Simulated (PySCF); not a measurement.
C$_{3}$H$_{9}$ClSi, triplet, at the geometry of the source list (a higher spin typed on purpose: for a closed-shell molecule this is an excited state); DF-B3LYP/cc-pVDZ (PySCF).

Input for PySCF:
```python
from pyscf import gto, scf, dft

mol = gto.M(
    atom='''
C    -0.75380000    1.60670000   -0.38300000
Si    0.15680000    0.12590000    0.39550000
C     1.63070000   -0.40330000   -0.68880000
C    -1.03810000   -1.33280000    0.66510000
Cl    0.87940000    0.70570000    2.21790000
H    -1.15930000    1.35190000   -1.35720000
H    -1.57990000    1.93560000    0.24100000
H    -0.08860000    2.45500000   -0.51560000
H     2.17510000   -1.22960000   -0.24070000
H     1.30140000   -0.72230000   -1.67280000
H     2.33400000    0.41300000   -0.82630000
H    -1.45270000   -1.68150000   -0.27560000
H    -1.86870000   -1.05060000    1.30580000
H    -0.53620000   -2.17380000    1.13480000
''',
    basis='cc-pvdz',
    spin=2,
    verbose=4,
)

mf = dft.UKS(mol)
mf.xc = 'b3lyp'
mf = mf.density_fit(auxbasis='def2-universal-jkfit')
mf.kernel()
mf.analyze()
```

Question: Predict the main parts of the log of this PySCF run.

Answer: 
```
PySCF version 2.14.0

[INPUT] verbose = 4
[INPUT] num. atoms = 14
[INPUT] num. electrons = 58
[INPUT] charge = 0
[INPUT] spin (= nelec alpha-beta = 2S) = 2
[INPUT] symmetry False subgroup None
[INPUT] Mole.unit = angstrom
[INPUT] Symbol           X                Y                Z      unit          X                Y                Z       unit  Magmom
[...]
nuclear repulsion = 298.110065017543
number of shells = 52
number of NR pGTOs = 223
number of NR cGTOs = 123
basis = cc-pvdz
ecp = {}

******** <class 'pyscf.df.df_jk.DFUKS'> ********
method = DFUKS
initial guess = minao
damping factor = 0
level_shift factor = 0
DIIS = <class 'pyscf.scf.diis.CDIIS'>
diis_start_cycle = 1
diis_space = 8
diis_damp = 0
SCF conv_tol = 1e-09
SCF conv_tol_grad = None
SCF max_cycles = 50
direct_scf = False
number electrons alpha = 30  beta = 28
XC library pyscf.dft.libxc version 7.1.2
    S. Lehtola, C. Steigemann, M. J. T. Oliveira, and M. A. L. Marques,  SoftwareX 7, 1–5 (2018)
XC functionals = b3lyp
    P. J. Stephens, F. J. Devlin, C. F. Chabalowski, and M. J. Frisch,  J. Phys. Chem. 98, 11623 (1994)
radial grids:
    Treutler-Ahlrichs [JCP 102, 346 (1995); DOI:10.1063/1.469408] (M4) radial grids

becke partition: Becke, JCP 88, 2547 (1988); DOI:10.1063/1.454033
pruning grids: <function nwchem_prune>
grids dens level: 3
symmetrized grids: False
atomic radii adjust function: <function treutler_atomic_radii_adjust>
small_rho_cutoff = 0
Set gradient conv threshold to 3.16228e-05
tot grids = 168688
******** <class 'pyscf.df.df.DF'> ********
auxbasis = def2-universal-jkfit
init E= -869.658404399143

cycle= 1 E= -869.186459780532  delta_E= 0.472  |g|= 0.336  |ddm|= 4.41

cycle= 2 E= -869.163475418007  delta_E= 0.023  |g|= 0.394  |ddm|= 1.82

cycle= 3 E= -869.249035436853  delta_E= -0.0856  |g|= 0.0883  |ddm|= 1.24

cycle= 4 E= -869.25348586886  delta_E= -0.00445  |g|= 0.047  |ddm|= 0.345

cycle= 5 E= -869.255233949827  delta_E= -0.00175  |g|= 0.0143  |ddm|= 0.408

cycle= 6 E= -869.255567777001  delta_E= -0.000334  |g|= 0.00749  |ddm|= 0.236

cycle= 7 E= -869.255878045984  delta_E= -0.00031  |g|= 0.00425  |ddm|= 0.422

cycle= 8 E= -869.256041899154  delta_E= -0.000164  |g|= 0.00225  |ddm|= 0.377

cycle= 9 E= -869.256094316063  delta_E= -5.24e-05  |g|= 0.00185  |ddm|= 0.231

cycle= 10 E= -869.256107757381  delta_E= -1.34e-05  |g|= 0.00098  |ddm|= 0.095

cycle= 11 E= -869.256114132868  delta_E= -6.38e-06  |g|= 0.000373  |ddm|= 0.0831

cycle= 12 E= -869.256115289757  delta_E= -1.16e-06  |g|= 0.000407  |ddm|= 0.0231

cycle= 13 E= -869.256116127731  delta_E= -8.38e-07  |g|= 0.000336  |ddm|= 0.0262

cycle= 14 E= -869.256116432909  delta_E= -3.05e-07  |g|= 0.000325  |ddm|= 0.00284

cycle= 15 E= -869.256116815219  delta_E= -3.82e-07  |g|= 0.000328  |ddm|= 0.00292

cycle= 16 E= -869.256116847328  delta_E= -3.21e-08  |g|= 0.000328  |ddm|= 0.0014

cycle= 17 E= -869.256116575401  delta_E= 2.72e-07  |g|= 0.000327  |ddm|= 0.0023

cycle= 18 E= -869.256115541064  delta_E= 1.03e-06  |g|= 0.000254  |ddm|= 0.00783

cycle= 19 E= -869.256117227116  delta_E= -1.69e-06  |g|= 0.000334  |ddm|= 0.0134

cycle= 20 E= -869.256116461686  delta_E= 7.65e-07  |g|= 0.000312  |ddm|= 0.0116

cycle= 21 E= -869.256116329597  delta_E= 1.32e-07  |g|= 0.000309  |ddm|= 0.00091

cycle= 22 E= -869.256116524748  delta_E= -1.95e-07  |g|= 0.00029  |ddm|= 0.0118

cycle= 23 E= -869.256116543269  delta_E= -1.85e-08  |g|= 0.000294  |ddm|= 0.0051

cycle= 24 E= -869.256116230348  delta_E= 3.13e-07  |g|= 0.000293  |ddm|= 0.00462

cycle= 25 E= -869.256116186714  delta_E= 4.36e-08  |g|= 0.000292  |ddm|= 0.000885

cycle= 26 E= -869.256115718026  delta_E= 4.69e-07  |g|= 0.000262  |ddm|= 0.00803

cycle= 27 E= -869.256114109013  delta_E= 1.61e-06  |g|= 0.000269  |ddm|= 0.0159

cycle= 28 E= -869.256112766335  delta_E= 1.34e-06  |g|= 0.000237  |ddm|= 0.0131

cycle= 29 E= -869.256109443008  delta_E= 3.32e-06  |g|= 0.000193  |ddm|= 0.0437

[...]
converged SCF energy = -869.25610833257  <S^2> = 2.0039977  2S+1 = 3.0026639
Total Energy =                        -869.256108332569966
[...]
spin_pop of  3 C 3dz^2     0.00061
spin_pop of  3 C 3dxz      0.00029
spin_pop of  3 C 3dx2-y2    0.00001
spin_pop of  4 Cl 1s        0.00000
spin_pop of  4 Cl 2s        0.00000
spin_pop of  4 Cl 3s        0.05864
spin_pop of  4 Cl 4s        0.00073
spin_pop of  4 Cl 2px       0.00002
spin_pop of  4 Cl 2py       0.00000
spin_pop of  4 Cl 2pz       0.00001
spin_pop of  4 Cl 3px       0.36496
spin_pop of  4 Cl 3py       0.05632
spin_pop of  4 Cl 3pz       0.20266
spin_pop of  4 Cl 4px       0.00196
spin_pop of  4 Cl 4py       0.00090
spin_pop of  4 Cl 4pz       0.00906
spin_pop of  4 Cl 3dxy      0.00006
spin_pop of  4 Cl 3dyz      0.00097
spin_pop of  4 Cl 3dz^2     0.00054
spin_pop of  4 Cl 3dxz      0.00042
spin_pop of  4 Cl 3dx2-y2    0.00020
spin_pop of  5 H 1s        0.03459
spin_pop of  5 H 2s        0.00722
spin_pop of  5 H 2px       0.00006
spin_pop of  5 H 2py       0.00032
spin_pop of  5 H 2pz      -0.00001
spin_pop of  6 H 1s        0.00348
spin_pop of  6 H 2s        0.00092
spin_pop of  6 H 2px       0.00001
spin_pop of  6 H 2py       0.00005
spin_pop of  6 H 2pz       0.00002
spin_pop of  7 H 1s        0.00348
spin_pop of  7 H 2s        0.00092
spin_pop of  7 H 2px       0.00005
spin_pop of  7 H 2py       0.00002
spin_pop of  7 H 2pz      -0.00000
spin_pop of  8 H 1s       -0.00458
spin_pop of  8 H 2s        0.00175
spin_pop of  8 H 2px       0.00003
spin_pop of  8 H 2py      -0.00000
spin_pop of  8 H 2pz       0.00008
spin_pop of  9 H 1s        0.05964
spin_pop of  9 H 2s        0.01318
spin_pop of  9 H 2px       0.00053
spin_pop of  9 H 2py       0.00001
spin_pop of  9 H 2pz       0.00001
spin_pop of  10 H 1s        0.00371
spin_pop of  10 H 2s        0.00184
spin_pop of  10 H 2px      -0.00004
spin_pop of  10 H 2py       0.00008
spin_pop of  10 H 2pz      -0.00002
spin_pop of  11 H 1s        0.05964
spin_pop of  11 H 2s        0.01318
spin_pop of  11 H 2px       0.00018
spin_pop of  11 H 2py       0.00030
spin_pop of  11 H 2pz       0.00008
spin_pop of  12 H 1s        0.00371
spin_pop of  12 H 2s        0.00184
spin_pop of  12 H 2px      -0.00004
spin_pop of  12 H 2py       0.00006
spin_pop of  12 H 2pz       0.00000
spin_pop of  13 H 1s       -0.00458
spin_pop of  13 H 2s        0.00176
spin_pop of  13 H 2px       0.00013
spin_pop of  13 H 2py      -0.00002
spin_pop of  13 H 2pz      -0.00000
 ** Mulliken Spin Density (per atom)  **
spin density of  0 C =     -0.02174
spin density of  1 Si =      0.63816
spin density of  2 C =      0.24128
spin density of  3 C =      0.24125
spin density of  4 Cl =      0.69746
spin density of  5 H =      0.04218
spin density of  6 H =      0.00447
spin density of  7 H =      0.00446
spin density of  8 H =     -0.00271
spin density of  9 H =      0.07339
spin density of  10 H =      0.00557
spin density of  11 H =      0.07338
spin density of  12 H =      0.00557
spin density of  13 H =     -0.00271
 ** Mulliken pop alpha/beta on meta-lowdin orthogonal AOs **
 ** Mulliken pop       alpha | beta **
In total            30.00000 | 28.00000
 ** Mulliken atomic charges   ( Nelec_alpha | Nelec_beta ) **
charge of  0C =     -0.52958  (     3.25392      3.27566 )
charge of  1Si =      0.55274  (     7.04271      6.40455 )
charge of  2C =     -0.44066  (     3.34097      3.09969 )
charge of  3C =     -0.44066  (     3.34096      3.09971 )
charge of  4Cl =     -0.11660  (     8.90703      8.20957 )
charge of  5H =      0.07867  (     0.48175      0.43957 )
charge of  6H =      0.11117  (     0.44665      0.44218 )
charge of  7H =      0.11120  (     0.44663      0.44217 )
charge of  8H =      0.12475  (     0.43627      0.43898 )
charge of  9H =      0.08072  (     0.49633      0.42295 )
charge of  10H =      0.13139  (     0.43709      0.43152 )
charge of  11H =      0.08073  (     0.49632      0.42295 )
charge of  12H =      0.13138  (     0.43710      0.43152 )
charge of  13H =      0.12475  (     0.43627      0.43898 )
Dipole moment(X, Y, Z, Debye): -0.13232, -1.00470, -0.95083
```
